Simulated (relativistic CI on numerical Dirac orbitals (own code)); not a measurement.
# Fe²⁺: 2p photoemission

Computed with this model: Dirac-Coulomb-Breit CI, separate exchange-only KLI orbitals for each configuration, QED by a radiative potential, valence Slater integrals scaled by 0.7, multiplet model of photoemission in the sudden approximation; configurations [Ar] 3d6 → [He] 2s2 2p5 3s2 3p6 3d6; 300 K; Lorentzian 0.5 eV and Gaussian 0.6 eV FWHM. Energies are those of the free ion, without screening or charge transfer. The energies are binding energies and can lie tens of eV above those of solids. S is read from ⟨S²⟩ = S(S + 1).

Field parameters in Wybourne normalisation: D4h B²₀ = −7Ds, B⁴₀ = 21(Dq − Dt), B⁴₄ = 21√(5/14) Dq. The field is a parameter set, without covalency.

Computed curve for D4h, 10Dq = 8950, Ds = -1500, Dt = -70 cm⁻¹, scaled to 100 at the maximum (points under 2 are left out and the grid is thinned):

| Energy (eV) | Intensity |
| --- | --- |
| 737.5 | 2.1 |
| 737.8 | 2.5 |
| 738.1 | 3.1 |
| 738.5 | 4.4 |
| 738.8 | 6.1 |
| 739.1 | 9.3 |
| 739.4 | 16.4 |
| 739.8 | 46.0 |
| 740.1 | 85.7 |
| 740.4 | 99.4 |
| 740.7 | 82.7 |
| 741.1 | 87.8 |
| 741.4 | 97.9 |
| 741.7 | 86.0 |
| 742.0 | 67.7 |
| 742.4 | 49.4 |
| 742.7 | 42.4 |
| 743.0 | 38.1 |
| 743.3 | 30.9 |
| 743.7 | 19.8 |
| 744.0 | 16.1 |
| 744.3 | 14.9 |
| 744.6 | 14.6 |
| 744.9 | 15.8 |
| 745.3 | 17.9 |
| 745.6 | 17.3 |
| 745.9 | 15.8 |
| 746.2 | 14.2 |
| 746.6 | 10.3 |
| 746.9 | 7.0 |
| 747.2 | 4.9 |
| 747.5 | 3.9 |
| 747.9 | 3.6 |
| 748.2 | 3.2 |
| 748.5 | 2.6 |
| 748.8 | 2.1 |
| 751.7 | 2.4 |
| 752.0 | 3.0 |
| 752.3 | 4.0 |
| 752.6 | 6.0 |
| 752.9 | 10.2 |
| 753.3 | 27.5 |
| 753.6 | 49.6 |
| 753.9 | 57.7 |
| 754.2 | 51.3 |
| 754.6 | 56.9 |
| 754.9 | 58.0 |
| 755.2 | 45.3 |
| 755.5 | 32.7 |
| 755.9 | 21.4 |
| 756.2 | 15.2 |
| 756.5 | 11.4 |
| 756.8 | 9.5 |
| 757.2 | 8.7 |
| 757.5 | 8.1 |
| 757.8 | 6.8 |
| 758.1 | 5.3 |
| 758.5 | 3.7 |
| 758.8 | 2.8 |
| 759.1 | 2.0 |

The ground state has S = 2.00, and the centroid lies at 746.12 eV.
